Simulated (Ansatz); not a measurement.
`O[BH][SbH2]` at its PBE0-D4/def2-TZVP geometry, where that method's forces vanish. The species carries charge 0 and has multiplicity 1. Sb takes the def2 core potential.

```xyz
7

O    -1.1319   -0.5219   -1.1505
B     0.0997   -0.0366   -0.9131
Sb    0.6874    1.0392    0.9917
H    -1.7418   -0.4363   -0.4123
H     0.8995   -0.1499   -1.7983
H    -0.5833    0.3235    1.8922
H     1.7704   -0.2178    1.3902
```

Q: What forces (eV/Å) does PBE-D4/def2-TZVPP give on these atoms in the Gaussian-basis code of Ansatz? (An estimate is asked.)

A: Ansatz gave: 
```
O1  -0.163 -0.220 -0.489
B2   0.333  0.091  0.122
Sb3  0.080  0.373 -0.037
H4  -0.296  0.042  0.371
H5   0.080 -0.006 -0.115
H6  -0.157 -0.108  0.102
H7   0.122 -0.171  0.046
```
